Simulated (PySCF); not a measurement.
C3H8FSi (doublet state).
Z-matrix (Å and degrees, GFN2-xTB geometry), rows numbered from 1:
```
C 
C   1  1.4789
C   2  1.4671  1  122.37
Si  3  1.9261  2  108.65  1    86.03
F   4  1.6120  3  106.14  2   -56.31
H   1  1.0930  2  110.81  3   135.71
H   1  1.0880  2  110.99  3    14.64
H   1  1.0961  2  111.61  3  -105.70
H   2  1.0770  1  118.13  3   170.27
H   3  1.0913  2  110.83  1   -33.16
H   3  1.0898  2  111.31  1  -153.81
H   4  1.4539  3  111.43  2    57.61
H   4  1.4563  3  114.09  2  -170.43
```

The hyperfine couplings belong to this conformer and change with its torsions.

Identity: `C[CH]C[SiH2]F` [radical].

Method used: UKS B3LYP, pcH-1 on C F H Si, non-relativistic, mean-field spin-orbit, GIAO (PySCF). One conformer (not necessarily the lowest) at the GFN2-xTB geometry, without solvent, vibrations or thermal averaging. A GFN2-xTB geometry isn't a minimum of the functional, and hyperfine couplings can be far from their values at a DFT geometry. The SCF solution wasn't tested for stability.

Q: Match the computed a_iso(1H) values +73.8, -59.7, +47.0, +15.9 MHz (means over equivalent nuclei) with the sites H6/H7/H8; H9; H10/H11; H12/H13.

A: 
```tsv
site	a_iso (MHz)	ρ(0) (bohr⁻³)	position	distance from C2 (Å)	bound to	spin population there	largest |T| (MHz)
H6/H7/H8	+73.8	+0.0165	β, 2 bonds from C2	2.13	C1	-0.08	8.4
H9	-59.7	-0.0134	α, 1 bond from C2	1.08	C2	+0.98	37.0
H10/H11	+47.0	+0.0105	β, 2 bonds from C2	2.12	C3	-0.07	8.2
H12/H13	+15.9	+0.0036	γ, 3 bonds from C2	3.62	Si4	+0.07	3.8
```

ρ(0) is the spin density at the nucleus and T the dipolar tensor; a_iso includes a spin–orbit part; entries for several nuclei are means. The Mulliken spin populations are largest on C2 (+0.98), C1 (-0.08), C3 (-0.07) and Si4 (+0.07). C2 is the only atom above +0.15. The positive populations add up to 1.20 and the negative ones to -0.20, together 2S = 1. The angles at C2 add up to 359.3°, so it is planar; its axial dipolar tensor and the negative coupling of its proton fit spin in a p orbital normal to that plane.

The spin density at the nucleus, in bohr⁻³, is negative for C1 (-0.0291), C3 (-0.0283) and H9 (-0.0134), for instance. A restricted open-shell determinant has no negative spin density anywhere; here it arises because α and β orbitals differ (spin polarisation).

Class means assume fast exchange of nuclei equivalent by connectivity; if that motion is slow, each nucleus keeps its own coupling. The three 1H nuclei of mean +73.8 MHz run from 5.9 to 130.0 MHz in the frozen geometry. The 1H value of +15.9 MHz is a mean of couplings from -2.3 to 34.2 MHz in this one geometry, not an average over conformers. The 1H value of +47.0 MHz is a mean of couplings from 38.7 to 55.3 MHz in this one geometry, not an average over conformers.
